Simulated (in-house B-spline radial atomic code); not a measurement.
## CAM-B3LYP excitations of the oxygen ion O⁴⁺

Method: CAM-B3LYP. Computed with a B-spline radial code for spherical atoms: linear response of the closed shell [He] 2s2 with the functional's adiabatic kernel; non-relativistic, point nucleus, no spin-orbit coupling, no double excitations, S, P, D and F terms only.

Command:
```bash
python run_td.py task.json out
```
Settings (radii: box in bohr, nucleus in fm):
```
Z                        8
electrons                4
configuration            [He] 2s2
hamiltonian              nr
method                   camb3lyp
box_radius               19.1
intervals                48
```

Cost of the run: 0.2 s on 1 thread of Arm Neoverse N1, on a shared host.

The lowest states, in the order of their Tamm-Dancoff energies; the method's threshold (minus the highest occupied level) is 106.64 eV. Labels give the largest channel, * marks a mixed state, and oscillator strengths are full-response dipole values. Semilocal kernels can invert the small singlet-triplet splittings of Rydberg terms. Energies in eV:

```json
{"state": "2s → 2p 3P", "full response": "7.141", "Tamm-Dancoff": "8.534", "oscillator strength": "-"}
{"state": "2s → 2p 1P", "full response": "?", "Tamm-Dancoff": "?", "oscillator strength": "?"}
{"state": "2s → 3s 3S", "full response": "64.73", "Tamm-Dancoff": "64.74", "oscillator strength": "-"}
{"state": "2s → 3s 1S", "full response": "66.90", "Tamm-Dancoff": "66.93", "oscillator strength": "-"}
{"state": "2s → 3p 3P", "full response": "68.45", "Tamm-Dancoff": "68.46", "oscillator strength": "-"}
{"state": "2s → 3p 1P", "full response": "69.28", "Tamm-Dancoff": "69.28", "oscillator strength": "0.387"}
{"state": "2s → 3d 3D", "full response": "70.81", "Tamm-Dancoff": "70.85", "oscillator strength": "-"}
{"state": "2s → 3d 1D", "full response": "72.41", "Tamm-Dancoff": "72.42", "oscillator strength": "-"}
{"state": "2s → 4s 3S", "full response": "84.74", "Tamm-Dancoff": "84.75", "oscillator strength": "-"}
{"state": "2s → 4s 1S", "full response": "?", "Tamm-Dancoff": "?", "oscillator strength": "-"}
```

(1) Where does 2s → 2p 1P lie?

(2) Where does 2s → 4s 1S lie?

(3) How large is the singlet-triplet splitting of 2s → 2p (P terms) in Tamm-Dancoff?

(4) What polarisabilities and dispersion coefficient does the method give?

Results:

(1) At 17.979 eV in full response, 18.916 eV in Tamm-Dancoff, oscillator strength 0.487.

(2) At 85.41 eV in full response, 85.42 eV in Tamm-Dancoff.

(3) 10.4 eV, from the unrounded values.

(4) Dipole 1.22 bohr³, quadrupole 0.5133 bohr⁵, C6 0.8349 hartree·bohr⁶ for two such species.
